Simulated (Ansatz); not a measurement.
`[F][Ti]([SH])([Cl])[Cl]` + HCl → `[F][Ti]([Cl])([Cl])[Cl]` + H₂S at 600 K and 1 bar (ligand exchange at a Ti–S bond).

Gas-phase electronic energies from Ansatz, PBE0-D4/def2-TZVP geometries. CCSD(T)/CBS adds triple-zeta CCSD(T) − MP2 to the extrapolated MP2 energy (def2 sets, frozen cores). This one scheme is used for every species. For Ti outer-core shells are correlated without core-valence functions, which leaves a few kJ/mol of doubt a bond. Scalar relativity is left out up to krypton. One conformer a species, not always the lowest.

| species | CCSD(T)/CBS energy (Eh) | H − E (kJ/mol) | S (J/(mol·K)) |
| --- | --- | --- | --- |
| `[F][Ti]([SH])([Cl])[Cl]` | -2266.88295 | 94.8 | 464.4 |
| HCl | -460.38127 | 35.4 | 207.2 |
| `[F][Ti]([Cl])([Cl])[Cl]` | -2328.31134 | 68.2 | 421.7 |
| H₂S | -398.97279 | 60.8 | 230.9 |

H − E and S are ideal-gas, rigid-rotor, harmonic terms from PBE0-D4/def2-TZVP, for one conformer and one mirror image of each species. 1 Eh = 2625.50 kJ/mol, R = 8.31446 J/(mol·K).

Q: By hand: ΔE, ΔH, ΔS and ΔG.

A: ΔE = (-2328.31134) + (-398.97279) − (-2266.88295) − (-460.38127) = -0.01991 Eh = -52.3 kJ/mol. Δ(H − E) = 68.2 + 60.8 − 94.8 − 35.4 = -1.2, so ΔH = -53.5 kJ/mol. ΔS = 421.7 + 230.9 − 464.4 − 207.2 = -19.0 J/(mol·K). ΔG = -53.5 − 600 × (-19.0)/1000 = -42.1 kJ/mol.

Q: By hand: the equilibrium constant, and the temperature at which ΔG would vanish if ΔH and ΔS stayed fixed.

A: log₁₀ K = −ΔG/(RT ln 10) = 3.7. ΔG = 0 at ΔH/ΔS = 2816 K, far beyond where these terms or the molecules hold.

ΔH outweighs TΔS. A doubt of 5 kJ/mol in ΔE shifts log₁₀ K by 0.4 here. Other conformers and mirror images would add mixing entropy, several J/(mol·K) or more a flexible species. Modes under 60 cm⁻¹, often nearly free rotors, make the harmonic entropy too high. These are equilibria of isolated gas molecules and say nothing of rates. Largest T1 diagnostic: 0.026 (customary marks: 0.02 for closed shells, 0.045 for open ones).
